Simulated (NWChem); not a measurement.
System: CF$_{2}$, triplet; SMILES F[C]F

Input file for NWChem:

```
start job
memory heap 200 mb stack 900 mb global 1100 mb
geometry units angstroms noautosym nocenter noautoz
  F      1.147626     0.000000    -0.164026
  C      0.000000     0.000000     0.497241
  F     -1.147626     0.000000    -0.164026
end
basis spherical
  F library def2-svp
  C library def2-svp
end
dft
  odft
  mult 3
  xc pbe0
  iterations 150
end
cosmo
  do_cosmo_smd true
  solvent ether
end
task dft energy
```

Parts of the log:

```
             Northwest Computational Chemistry Package (NWChem) 7.3.0
             --------------------------------------------------------

                             Geometry "geometry" -> ""
                             -------------------------

 Output coordinates in angstroms (scale by  1.889725989 to convert to a.u.)

  No.       Tag          Charge          X              Y              Z
 ---- ---------------- ---------- -------------- -------------- --------------
    1 F                    9.0000     1.14762600     0.00000000    -0.16402600
    2 C                    6.0000     0.00000000     0.00000000     0.49724100
    3 F                    9.0000    -1.14762600     0.00000000    -0.16402600

 Effective nuclear repulsion energy (a.u.)      61.8237777679

                                 NWChem DFT Module
                                 -----------------

 Summary of "ao basis" -> "ao basis" (spherical)
 ------------------------------------------------------------------------------
       Tag                 Description            Shells   Functions and Types
 ---------------- ------------------------------  ------  ---------------------
 F                          def2-svp                 6       14   3s2p1d
 C                          def2-svp                 6       14   3s2p1d

 in cosmo_initialize ...
 calling solv_data for solv:ether

 solvent parameters
 solvname_short: ether
 solvname_long:  diethyl ether
 dielec:        4.2400
 dielecinf:     1.8295
 nonaqueous SMD model solvent descriptors
 dielec:        4.2400
 sola:          0.0000
 solb:          0.4100
 solc:          0.0000
 solg:         23.9600
 solh:          0.0000
 soln:          1.3526

          ---------------
          -cosmo- solvent
          ---------------
 Cosmo: York-Karplus, doi: 10.1021/jp992097l
 dielectric constant -eps-     =   4.24
 screen = (eps-1)/(eps    )    =   0.76415
 surface charge correction     = lagrangian

   van der Waals surface
 --------------------------

[...]

                                COSMO-SMD solvation results
                                ---------------------------

             internal energy in gas <Psi(g)|H|Psi(g)> =      -237.202573583709
         internal energy in solvent <Psi(s)|H|Psi(s)> =      -237.202527269376
                               delta internal energy  =         0.000046314334 (    0.03 kcal/mol)
   total free energy in solvent <Psi(s)|H+V/2|Psi(s)> =      -237.203337251060
 polarization energy contribution <Psi(s)|V/2|Psi(s)> =        -0.000809981684 (   -0.51 kcal/mol)
    total free energy in solvent including G(SMD-CDS) =      -237.198385891444
                       G(SMD-CDS) energy contribution =         0.004951359616 (    3.11 kcal/mol)
     1 M fixed-concentration free energy of solvation =         0.004187692265 (    2.63 kcal/mol)

                    DFT Final Alpha Molecular Orbital Analysis
                    ------------------------------------------

 Vector   11  Occ=1.000000D+00  E=-4.719434D-01
              MO Center=  9.6D-09, -1.4D-11, -1.3D-01, r^2= 1.8D+00
   Bfn.  Coefficient  Atom+Function         Bfn.  Coefficient  Atom+Function
  ----- ------------  ---------------      ----- ------------  ---------------
     4      0.347269  1 F  px                 6      0.347352  1 F  pz
    32      0.347269  3 F  px                34     -0.347352  3 F  pz
     7     -0.229252  1 F  px                35     -0.229252  3 F  px
     9     -0.226371  1 F  pz                37      0.226371  3 F  pz
    21     -0.068862  2 C  px                27      0.033059  2 C  d  1

 Vector   12  Occ=1.000000D+00  E=-3.627589D-01
              MO Center=  2.0D-09,  6.1D-11,  5.2D-01, r^2= 1.4D+00
   Bfn.  Coefficient  Atom+Function         Bfn.  Coefficient  Atom+Function
  ----- ------------  ---------------      ----- ------------  ---------------
    17      0.434462  2 C  s                 20      0.425075  2 C  pz
    16      0.366186  2 C  s                  6      0.330637  1 F  pz
    34      0.330637  3 F  pz                 9     -0.243943  1 F  pz
    37     -0.243943  3 F  pz                23      0.159220  2 C  pz
    15     -0.150445  2 C  s                  3     -0.083429  1 F  s

 Vector   13  Occ=1.000000D+00  E=-2.219376D-01
              MO Center=  1.2D-09, -8.4D-11,  3.7D-01, r^2= 1.2D+00
   Bfn.  Coefficient  Atom+Function         Bfn.  Coefficient  Atom+Function
  ----- ------------  ---------------      ----- ------------  ---------------
    19      0.676710  2 C  py                22      0.425732  2 C  py
     5      0.297633  1 F  py                33      0.297633  3 F  py
     8     -0.246435  1 F  py                36     -0.246435  3 F  py

 Vector   14  Occ=0.000000D+00  E= 1.392999D-01
              MO Center= -1.5D-10,  5.6D-12, -5.5D-02, r^2= 1.5D+00
   Bfn.  Coefficient  Atom+Function         Bfn.  Coefficient  Atom+Function
  ----- ------------  ---------------      ----- ------------  ---------------
    17      1.080558  2 C  s                 23     -0.799330  2 C  pz
     3     -0.582033  1 F  s                 31     -0.582033  3 F  s
    20     -0.493908  2 C  pz                 7      0.392996  1 F  px
    35     -0.392996  3 F  px                 4     -0.300528  1 F  px
    32      0.300528  3 F  px                16      0.212739  2 C  s

[...]
```

Level: PBE0/def2-SVP, spin-unrestricted, SMD on the gas-phase geometry. In the optimisation the excess spin sits in a1 and b2 (C2v, its own frame). Structure relaxed at the B3LYP/6-31G* (spherical d), spin-unrestricted level. No stability test was run on the SCF state. Solvent: diethyl ether.
